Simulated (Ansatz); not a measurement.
## Molecular dynamics of CH₇NO₂Si

The input (input.yaml):

```yaml
crystal:
  periodic: [false, false, false]
  atoms:
    - { symbol: O, position_ang: [-1.588291, 0.330917, 0.016766] }
    - { symbol: C, position_ang: [-0.804648, -0.960133, 0.056777] }
    - { symbol: "N", position_ang: [0.499038, -0.735274, 0.702643] }
    - { symbol: Si, position_ang: [1.460338, 0.562127, -0.081604] }
    - { symbol: O, position_ang: [0.45012, 1.861391, -0.524465] }
    - { symbol: H, position_ang: [-2.317482, 0.141213, -0.679444] }
    - { symbol: H, position_ang: [-0.642549, -1.320369, -0.987757] }
    - { symbol: H, position_ang: [-1.39921, -1.727446, 0.608044] }
    - { symbol: H, position_ang: [0.321532, -0.550217, 1.720331] }
    - { symbol: H, position_ang: [2.490009, 0.96547, 0.855868] }
    - { symbol: H, position_ang: [2.09809, -0.046689, -1.237877] }
    - { symbol: H, position_ang: [-0.489849, 1.42401, -0.415183] }
basis:
  gaussian: { orbitals: STO-3G }
hamiltonian:
  xc: b3lyp
md:
  timestep: 0.25
  n_steps: 208
  ensemble: nve
  temperature: 100.0
  initial_velocities: maxwell_boltzmann
  seed: 780014
```

Launched with:

```bash
$ ansatz run input.yaml --threads 1 --pin off --max-ram 2048MiB --backend cpu --events-out ev --progress --plain --runs-dir out
```

It starts from a relaxed structure.

Output, in part (one step line in 3, the closing report, with atoms numbered from 0):

```
md step     0: t =     0.00 fs  T =   100.0 K  F+E_penalty+E_count = -14431.70522436 eV  E_kin = 0.129260 eV  conserved = -14431.57596436 eV  (23 SCF iters)
md step     3: t =     0.75 fs  T =    96.9 K  F+E_penalty+E_count = -14431.70114568 eV  E_kin = 0.125199 eV  conserved = -14431.57594703 eV  (21 SCF iters)
md step     6: t =     1.50 fs  T =    87.9 K  F+E_penalty+E_count = -14431.68946295 eV  E_kin = 0.113555 eV  conserved = -14431.57590761 eV  (21 SCF iters)
md step     9: t =     2.25 fs  T =    77.1 K  F+E_penalty+E_count = -14431.67548489 eV  E_kin = 0.099613 eV  conserved = -14431.57587186 eV  (21 SCF iters)
md step    12: t =     3.00 fs  T =    68.3 K  F+E_penalty+E_count = -14431.66409807 eV  E_kin = 0.088238 eV  conserved = -14431.57586006 eV  (20 SCF iters)
md step    15: t =     3.75 fs  T =    62.8 K  F+E_penalty+E_count = -14431.65702944 eV  E_kin = 0.081156 eV  conserved = -14431.57587347 eV  (20 SCF iters)
md step    18: t =     4.50 fs  T =    59.3 K  F+E_penalty+E_count = -14431.65254278 eV  E_kin = 0.076646 eV  conserved = -14431.57589706 eV  (20 SCF iters)
md step    21: t =     5.25 fs  T =    55.4 K  F+E_penalty+E_count = -14431.64754008 eV  E_kin = 0.071631 eV  conserved = -14431.57590922 eV  (20 SCF iters)
md step    24: t =     6.00 fs  T =    50.0 K  F+E_penalty+E_count = -14431.64046963 eV  E_kin = 0.064572 eV  conserved = -14431.57589810 eV  (20 SCF iters)
md step    27: t =     6.75 fs  T =    44.1 K  F+E_penalty+E_count = -14431.63287396 eV  E_kin = 0.057002 eV  conserved = -14431.57587185 eV  (20 SCF iters)
md step    30: t =     7.50 fs  T =    40.6 K  F+E_penalty+E_count = -14431.62827564 eV  E_kin = 0.052423 eV  conserved = -14431.57585294 eV  (20 SCF iters)
md step    33: t =     8.25 fs  T =    41.2 K  F+E_penalty+E_count = -14431.62916215 eV  E_kin = 0.053303 eV  conserved = -14431.57585934 eV  (20 SCF iters)
md step    36: t =     9.00 fs  T =    45.5 K  F+E_penalty+E_count = -14431.63466578 eV  E_kin = 0.058779 eV  conserved = -14431.57588680 eV  (20 SCF iters)
md step    39: t =     9.75 fs  T =    50.4 K  F+E_penalty+E_count = -14431.64110674 eV  E_kin = 0.065193 eV  conserved = -14431.57591366 eV  (20 SCF iters)
md step    42: t =    10.50 fs  T =    53.3 K  F+E_penalty+E_count = -14431.64483593 eV  E_kin = 0.068914 eV  conserved = -14431.57592152 eV  (20 SCF iters)
md step    45: t =    11.25 fs  T =    53.2 K  F+E_penalty+E_count = -14431.64470433 eV  E_kin = 0.068794 eV  conserved = -14431.57591002 eV  (20 SCF iters)
md step    48: t =    12.00 fs  T =    51.3 K  F+E_penalty+E_count = -14431.64222212 eV  E_kin = 0.066330 eV  conserved = -14431.57589205 eV  (20 SCF iters)
md step    51: t =    12.75 fs  T =    49.5 K  F+E_penalty+E_count = -14431.63981190 eV  E_kin = 0.063930 eV  conserved = -14431.57588171 eV  (20 SCF iters)
md step    54: t =    13.50 fs  T =    48.8 K  F+E_penalty+E_count = -14431.63890132 eV  E_kin = 0.063017 eV  conserved = -14431.57588420 eV  (20 SCF iters)
md step    57: t =    14.25 fs  T =    49.0 K  F+E_penalty+E_count = -14431.63919000 eV  E_kin = 0.063295 eV  conserved = -14431.57589487 eV  (20 SCF iters)
md step    60: t =    15.00 fs  T =    49.0 K  F+E_penalty+E_count = -14431.63927894 eV  E_kin = 0.063375 eV  conserved = -14431.57590346 eV  (20 SCF iters)
md step    63: t =    15.75 fs  T =    48.1 K  F+E_penalty+E_count = -14431.63804884 eV  E_kin = 0.062147 eV  conserved = -14431.57590137 eV  (20 SCF iters)
md step    66: t =    16.50 fs  T =    46.4 K  F+E_penalty+E_count = -14431.63584926 eV  E_kin = 0.059961 eV  conserved = -14431.57588778 eV  (20 SCF iters)
md step    69: t =    17.25 fs  T =    45.4 K  F+E_penalty+E_count = -14431.63454391 eV  E_kin = 0.058670 eV  conserved = -14431.57587344 eV  (20 SCF iters)
md step    72: t =    18.00 fs  T =    46.5 K  F+E_penalty+E_count = -14431.63602238 eV  E_kin = 0.060149 eV  conserved = -14431.57587377 eV  (20 SCF iters)
md step    75: t =    18.75 fs  T =    49.7 K  F+E_penalty+E_count = -14431.64017147 eV  E_kin = 0.064278 eV  conserved = -14431.57589353 eV  (20 SCF iters)
md step    78: t =    19.50 fs  T =    52.9 K  F+E_penalty+E_count = -14431.64430278 eV  E_kin = 0.068384 eV  conserved = -14431.57591906 eV  (20 SCF iters)
md step    81: t =    20.25 fs  T =    53.4 K  F+E_penalty+E_count = -14431.64496524 eV  E_kin = 0.069036 eV  conserved = -14431.57592951 eV  (20 SCF iters)
md step    84: t =    21.00 fs  T =    50.1 K  F+E_penalty+E_count = -14431.64066783 eV  E_kin = 0.064751 eV  conserved = -14431.57591657 eV  (20 SCF iters)
md step    87: t =    21.75 fs  T =    44.3 K  F+E_penalty+E_count = -14431.63311786 eV  E_kin = 0.057229 eV  conserved = -14431.57588887 eV  (20 SCF iters)
md step    90: t =    22.50 fs  T =    38.9 K  F+E_penalty+E_count = -14431.62610153 eV  E_kin = 0.050238 eV  conserved = -14431.57586351 eV  (20 SCF iters)
md step    93: t =    23.25 fs  T =    36.5 K  F+E_penalty+E_count = -14431.62308822 eV  E_kin = 0.047233 eV  conserved = -14431.57585521 eV  (20 SCF iters)
md step    96: t =    24.00 fs  T =    38.2 K  F+E_penalty+E_count = -14431.62523993 eV  E_kin = 0.049372 eV  conserved = -14431.57586745 eV  (20 SCF iters)
md step    99: t =    24.75 fs  T =    42.6 K  F+E_penalty+E_count = -14431.63089929 eV  E_kin = 0.055008 eV  conserved = -14431.57589173 eV  (20 SCF iters)
md step   102: t =    25.50 fs  T =    47.1 K  F+E_penalty+E_count = -14431.63674112 eV  E_kin = 0.060829 eV  conserved = -14431.57591249 eV  (20 SCF iters)
md step   105: t =    26.25 fs  T =    49.6 K  F+E_penalty+E_count = -14431.64001450 eV  E_kin = 0.064100 eV  conserved = -14431.57591416 eV  (20 SCF iters)
md step   108: t =    27.00 fs  T =    50.1 K  F+E_penalty+E_count = -14431.64058981 eV  E_kin = 0.064696 eV  conserved = -14431.57589422 eV  (20 SCF iters)
md step   111: t =    27.75 fs  T =    50.5 K  F+E_penalty+E_count = -14431.64118232 eV  E_kin = 0.065313 eV  conserved = -14431.57586894 eV  (20 SCF iters)
md step   114: t =    28.50 fs  T =    53.6 K  F+E_penalty+E_count = -14431.64509853 eV  E_kin = 0.069235 eV  conserved = -14431.57586307 eV  (20 SCF iters)
md step   117: t =    29.25 fs  T =    59.7 K  F+E_penalty+E_count = -14431.65306566 eV  E_kin = 0.077180 eV  conserved = -14431.57588571 eV  (20 SCF iters)
md step   120: t =    30.00 fs  T =    66.6 K  F+E_penalty+E_count = -14431.66202454 eV  E_kin = 0.086103 eV  conserved = -14431.57592198 eV  (20 SCF iters)
md step   123: t =    30.75 fs  T =    70.6 K  F+E_penalty+E_count = -14431.66714529 eV  E_kin = 0.091200 eV  conserved = -14431.57594486 eV  (20 SCF iters)
md step   126: t =    31.50 fs  T =    69.1 K  F+E_penalty+E_count = -14431.66529551 eV  E_kin = 0.089356 eV  conserved = -14431.57593999 eV  (20 SCF iters)
md step   129: t =    32.25 fs  T =    62.8 K  F+E_penalty+E_count = -14431.65709196 eV  E_kin = 0.081180 eV  conserved = -14431.57591231 eV  (20 SCF iters)
md step   132: t =    33.00 fs  T =    54.5 K  F+E_penalty+E_count = -14431.64629811 eV  E_kin = 0.070419 eV  conserved = -14431.57587955 eV  (20 SCF iters)
md step   135: t =    33.75 fs  T =    47.6 K  F+E_penalty+E_count = -14431.63741315 eV  E_kin = 0.061553 eV  conserved = -14431.57585999 eV  (20 SCF iters)
md step   138: t =    34.50 fs  T =    44.3 K  F+E_penalty+E_count = -14431.63315958 eV  E_kin = 0.057297 eV  conserved = -14431.57586226 eV  (20 SCF iters)
md step   141: t =    35.25 fs  T =    44.4 K  F+E_penalty+E_count = -14431.63330968 eV  E_kin = 0.057429 eV  conserved = -14431.57588039 eV  (20 SCF iters)
md step   144: t =    36.00 fs  T =    46.1 K  F+E_penalty+E_count = -14431.63548124 eV  E_kin = 0.059583 eV  conserved = -14431.57589794 eV  (20 SCF iters)
md step   147: t =    36.75 fs  T =    47.6 K  F+E_penalty+E_count = -14431.63737464 eV  E_kin = 0.061475 eV  conserved = -14431.57589934 eV  (20 SCF iters)
md step   150: t =    37.50 fs  T =    48.7 K  F+E_penalty+E_count = -14431.63878562 eV  E_kin = 0.062901 eV  conserved = -14431.57588510 eV  (20 SCF iters)
md step   153: t =    38.25 fs  T =    50.8 K  F+E_penalty+E_count = -14431.64157828 eV  E_kin = 0.065707 eV  conserved = -14431.57587175 eV  (21 SCF iters)
md step   156: t =    39.00 fs  T =    55.4 K  F+E_penalty+E_count = -14431.64746495 eV  E_kin = 0.071588 eV  conserved = -14431.57587675 eV  (21 SCF iters)
md step   159: t =    39.75 fs  T =    61.8 K  F+E_penalty+E_count = -14431.65574187 eV  E_kin = 0.079843 eV  conserved = -14431.57589928 eV  (21 SCF iters)
md step   162: t =    40.50 fs  T =    67.7 K  F+E_penalty+E_count = -14431.66339042 eV  E_kin = 0.087469 eV  conserved = -14431.57592096 eV  (21 SCF iters)
md step   165: t =    41.25 fs  T =    70.8 K  F+E_penalty+E_count = -14431.66744172 eV  E_kin = 0.091516 eV  conserved = -14431.57592595 eV  (21 SCF iters)
md step   168: t =    42.00 fs  T =    70.6 K  F+E_penalty+E_count = -14431.66719937 eV  E_kin = 0.091287 eV  conserved = -14431.57591274 eV  (20 SCF iters)
md step   171: t =    42.75 fs  T =    68.5 K  F+E_penalty+E_count = -14431.66443985 eV  E_kin = 0.088547 eV  conserved = -14431.57589309 eV  (19 SCF iters)
md step   174: t =    43.50 fs  T =    66.5 K  F+E_penalty+E_count = -14431.66182004 eV  E_kin = 0.085939 eV  conserved = -14431.57588129 eV  (20 SCF iters)
md step   177: t =    44.25 fs  T =    65.8 K  F+E_penalty+E_count = -14431.66096126 eV  E_kin = 0.085077 eV  conserved = -14431.57588446 eV  (20 SCF iters)
md step   180: t =    45.00 fs  T =    66.2 K  F+E_penalty+E_count = -14431.66146506 eV  E_kin = 0.085566 eV  conserved = -14431.57589926 eV  (21 SCF iters)
md step   183: t =    45.75 fs  T =    66.1 K  F+E_penalty+E_count = -14431.66133153 eV  E_kin = 0.085417 eV  conserved = -14431.57591441 eV  (21 SCF iters)
md step   186: t =    46.50 fs  T =    63.9 K  F+E_penalty+E_count = -14431.65852738 eV  E_kin = 0.082610 eV  conserved = -14431.57591690 eV  (21 SCF iters)
md step   189: t =    47.25 fs  T =    59.5 K  F+E_penalty+E_count = -14431.65281700 eV  E_kin = 0.076917 eV  conserved = -14431.57590032 eV  (21 SCF iters)
md step   192: t =    48.00 fs  T =    54.7 K  F+E_penalty+E_count = -14431.64652018 eV  E_kin = 0.070646 eV  conserved = -14431.57587399 eV  (21 SCF iters)
md step   195: t =    48.75 fs  T =    52.1 K  F+E_penalty+E_count = -14431.64317823 eV  E_kin = 0.067319 eV  conserved = -14431.57585919 eV  (21 SCF iters)
md step   198: t =    49.50 fs  T =    53.3 K  F+E_penalty+E_count = -14431.64471112 eV  E_kin = 0.068840 eV  conserved = -14431.57587150 eV  (21 SCF iters)
md step   201: t =    50.25 fs  T =    56.9 K  F+E_penalty+E_count = -14431.64943501 eV  E_kin = 0.073531 eV  conserved = -14431.57590379 eV  (20 SCF iters)
md step   204: t =    51.00 fs  T =    59.6 K  F+E_penalty+E_count = -14431.65300952 eV  E_kin = 0.077078 eV  conserved = -14431.57593138 eV  (20 SCF iters)
md step   207: t =    51.75 fs  T =    58.6 K  F+E_penalty+E_count = -14431.65171088 eV  E_kin = 0.075778 eV  conserved = -14431.57593311 eV  (20 SCF iters)
md step   208: t =    52.00 fs  T =    57.3 K  F+E_penalty+E_count = -14431.65003023 eV  E_kin = 0.074103 eV  conserved = -14431.57592747 eV  (24 SCF iters)
Total energy: -14431.65021735 eV, -530.3533633637 hartree
Atom 0 at    -1.554012     0.305344    -0.041309 Å, force    -0.446089     0.092981    -0.386551 eV/Å
Atom 1 at    -0.809740    -0.989174     0.074568 Å, force     0.268037    -0.066148     0.399925 eV/Å
Atom 2 at     0.486189    -0.681546     0.750681 Å, force    -0.264595    -0.680553    -0.312256 eV/Å
Atom 3 at     1.448021     0.545609    -0.128697 Å, force    -0.433368     0.147474     0.310750 eV/Å
Atom 4 at     0.466854     1.892043    -0.424343 Å, force     0.105421     0.477497    -0.269020 eV/Å
Atom 5 at    -2.318825     0.118054    -0.706634 Å, force     0.168191    -0.124951     0.143600 eV/Å
Atom 6 at    -0.633764    -1.450690    -0.932137 Å, force     0.121833     0.256230     0.089571 eV/Å
Atom 7 at    -1.418890    -1.727404     0.666025 Å, force     0.187796     0.262889    -0.026896 eV/Å
Atom 8 at     0.252984    -0.392369     1.730755 Å, force    -0.021460     0.049464     0.074625 eV/Å
Atom 9 at     2.542268     0.980618     0.707555 Å, force     0.221041    -0.178004    -0.092330 eV/Å
Atom 10 at     1.878136    -0.127396    -1.335567 Å, force     0.207382    -0.062946    -0.088160 eV/Å
Atom 11 at    -0.468643     1.464222    -0.500800 Å, force    -0.114190    -0.173933     0.156740 eV/Å
Dipole moment:    -0.386718    -0.320380    -0.109453 e Å
```

All steps were run. The conserved energy stayed within 0.0093 meV per atom of its start (net change 0.0031 meV per atom), so the integration is sound. A run of 0.052 ps of so small a system gives no equilibrium averages. Limits of this set-up: minimal basis.

The same pairs are bonded in the first frame and the last. Pairs count as bonded within 1.25 times the sum of covalent radii (0.12 Å more for H–H).

Last frame:

```xyz
12
Properties=species:S:1:pos:R:3
O -1.554 0.305 -0.041
C -0.810 -0.989 0.075
N 0.486 -0.681 0.751
Si 1.448 0.546 -0.129
O 0.467 1.892 -0.424
H -2.319 0.118 -0.707
H -0.634 -1.451 -0.932
H -1.419 -1.727 0.666
H 0.253 -0.392 1.731
H 2.542 0.981 0.708
H 1.878 -0.127 -1.336
H -0.469 1.464 -0.501
```

Run time: 8 min on 1 thread of Arm Neoverse V1, on a shared host, peak memory 0.099 GiB.
